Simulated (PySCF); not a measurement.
**[C4H8F2OS]+: g tensor and hyperfine couplings**

Species: C4H8F2OS (charge +1 and doublet state).
Structure used (GFN2-xTB), in Å, numbered top down from 1:
```
atom  x, y, z in Å
C1    -2.6278   -0.0735   -0.3781
C2    -1.4679   -0.1956    0.5650
O3    -0.2494    0.0818   -0.1371
C4     0.8898    0.0356    0.5620
F5     0.8417    0.8095    1.6781
F6     1.1336   -1.2192    1.0503
C7     2.0602    0.4692   -0.3328
S8     3.6568    0.4220    0.5129
H9    -2.5051   -0.7413   -1.2331
H10   -3.5536   -0.3029    0.1416
H11   -2.6911    0.9353   -0.7932
H12   -1.5700    0.5000    1.4146
H13   -1.4067   -1.2086    0.9981
H14    1.8895    1.4924   -0.6725
H15    2.0851   -0.2002   -1.1977
H16    3.5073   -0.7953    1.0780
```

The hyperfine couplings belong to this conformer and change with its torsions.

The species is `CCOC(F)(F)C[SH+]` [radical] (charge +1).

Computed with UKS B3LYP, pcH-1 on C F H O S, non-relativistic, mean-field spin-orbit, GIAO (PySCF 2.14.0). One conformer (not necessarily the lowest) at the GFN2-xTB geometry, without solvent, vibrations or thermal averaging. A GFN2-xTB geometry isn't a minimum of the functional, and hyperfine couplings can be far from their values at a DFT geometry, by a factor of two or more for some ions and for spin on atoms past the first row. The SCF solution wasn't tested for stability.

* g1, g2, g3: 2.00375, 2.01530, 2.02749
* g_iso: 2.01552
* Form of g: rhombic: the two nearest values differ by 49 % of g3 − g1
* ⟨S²⟩: 0.7531 (exact 0.7500)
* α and β electrons: 37, 36
* HOMO–LUMO gap, α and β orbitals: 7.11, 0.90 eV

Hyperfine couplings atom by atom, in MHz; T1 to T3 are the principal values of the dipolar part; ρ(0) is the spin density at the nucleus:

```tsv
atom	isotope	a_iso	of which spin–orbit	T1	T2	T3	Mulliken spin population	ρ(0) (bohr⁻³)
C1	13C	-1.7	0.0	-1.1	-0.6	1.7	0.00	-0.0015
C2	13C	-5.5	0.0	-3.5	-2.8	6.2	0.01	-0.0049
O3	17O	-9.0	-0.1	-26.6	13.1	13.5	0.08	0.0147
C4	13C	24.0	0.0	-4.1	-1.8	5.9	0.01	0.0213
F5	19F	-4.1	0.1	-3.8	0.5	3.2	0.00	-0.0010
F6	19F	-8.6	0.5	-21.8	-16.6	38.4	0.01	-0.0022
C7	13C	-15.3	0.4	-5.0	-3.7	8.7	-0.03	-0.0139
S8	33S	30.7	0.3	-82.3	-78.1	160.5	0.83	0.0883
H9	1H	12.5	0.0	-1.2	0.1	1.1	0.01	0.0028
H10	1H	0.8	0.0	-0.8	-0.5	1.2	0.00	0.0002
H11	1H	19.0	0.0	-1.3	-0.3	1.6	0.01	0.0043
H12	1H	46.4	0.0	-2.9	-1.2	4.1	0.02	0.0104
H13	1H	64.7	0.0	-2.9	-0.9	3.8	0.02	0.0145
H14	1H	9.0	0.1	-4.0	-1.8	5.8	0.00	0.0020
H15	1H	122.6	0.0	-6.0	-2.0	7.9	0.04	0.0274
H16	1H	-38.3	0.2	-18.5	-1.1	19.6	-0.02	-0.0086
```

Largest spin populations (Mulliken): S8 (+0.83) and O3 (+0.08). No atom but S8 exceeds +0.15.

Under fast tumbling the dipolar parts average out, and these isotropic splittings remain: 2 × 1H (H14/H15, I = 1/2, 3 lines) with 2.33 mT, 2 × 1H (H12/H13, I = 1/2, 3 lines) with 1.97 mT, 1 × 1H (H16, I = 1/2, 2 lines) with 1.36 mT, 3 × 1H (H9/H10/H11, I = 1/2, 4 lines) with 0.38 mT and 2 × 19F (F5/F6, I = 1/2, 3 lines) with 0.23 mT.

Nuclei that the bonding pattern makes equivalent are averaged, as if the motion that swaps them (rotation, inversion, ring flip) were fast. The three 1H nuclei of mean +10.8 MHz run from 0.8 to 19.0 MHz in the frozen geometry. The 1H value of +65.8 MHz is a mean of couplings from 9.0 to 122.6 MHz in this one geometry, not an average over conformers. The 1H value of +55.6 MHz is a mean of couplings from 46.4 to 64.7 MHz in this one geometry, not an average over conformers.

The 17O coupling of O3 (-9.0 MHz) shows only in satellite lines or after enrichment, since that isotope makes up about 0.038 % of natural oxygen.

The 33S coupling of S8 (30.7 MHz) shows only in satellite lines or after enrichment, since that isotope makes up about 0.76 % of natural sulfur.

β density exceeds α density at some nuclei, such as C7 (-0.0139), H16 (-0.0086) and C2 (-0.0049), spin density in bohr⁻³. In a single determinant that takes different orbitals for the two spins, that is spin polarisation.

Time: 1.8 min wall (with the writing of density and orbital grids); peak memory 0.97 GiB. Hardware: one thread of an Arm Neoverse V1, shared host with 32 logical CPUs at a one-minute load of 20.
